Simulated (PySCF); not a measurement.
# [PbH3]+: one run

[PbH3]+ (singlet). PySCF 2.14.0, RKS B3LYP, Pb def2-SVP with ECP60, H def2-SVP; non-relativistic Hamiltonian with scalar-relativistic core potentials where named; density fitting; no spin-orbit coupling. Purpose: singlet excitations, Tamm-Dancoff B3LYP.

```python
mol = gto.M(atom='''
Pb     0.00000    -0.00000    -0.00000
H      1.74093    -0.00001    -0.00000
H     -0.87045     1.50770     0.00000
H     -0.87048    -1.50769    -0.00000''',
    basis={'Pb': 'def2-SVP', 'H': 'def2-SVP'},
    ecp={'Pb': 'def2-SVP'},
    charge=1, spin=0)
mf = dft.RKS(mol, xc='B3LYP')
mf.grids.atom_grid = (50, 194)
mf = mf.density_fit()  # fitting sets: Pb def2-universal-JKFIT, H def2-universal-JKFIT
mf.conv_tol = 1e-08; mf.max_cycle = 55
mf.kernel(dm0)  # dm0: converged density of the relaxed state
td = mf.TDA(); td.nstates = 8; td.kernel()
```

Run from Python with OMP_NUM_THREADS=2; the lines above give its settings. Where DIIS fails, smearing, a level shift and second-order steps follow.
It took 3 s on 2 threads of Intel(R) Xeon(R) 6975P-C (Granite Rapids), with other jobs on the host, from an already converged density.

Task: Where do the frontier levels lie, over both spins?

Result: HOMO -15.50 eV, LUMO -9.46 eV. 

Task: What are the Mulliken charges and spins?

Result: 
| atom | charge (e) | spin (e) |
| --- | --- | --- |
| Pb1 | 0.774 | 0.000 |
| H2 | 0.075 | 0.000 |
| H3 | 0.075 | 0.000 |
| H4 | 0.075 | 0.000 |

Task: Which singlet excitations follow (Tamm-Dancoff, 8 states)?

Result: 
```json
{"state": "1", "eV": "4.92", "oscillator strength": "0.0000"}
{"state": "2", "eV": "4.92", "oscillator strength": "0.0000"}
{"state": "3", "eV": "8.31", "oscillator strength": "0.2302"}
{"state": "4", "eV": "8.31", "oscillator strength": "0.2302"}
{"state": "5", "eV": "9.86", "oscillator strength": "0.0000"}
{"state": "6", "eV": "10.57", "oscillator strength": "0.0000"}
{"state": "7", "eV": "11.80", "oscillator strength": "1.9876"}
{"state": "8", "eV": "11.80", "oscillator strength": "1.9876"}
```
Functionals without range separation put charge-transfer states too low; the basis has no diffuse functions.

The geometry was relaxed with PBE0 (Pb def2-SVP with ECP60, H def2-SVP).
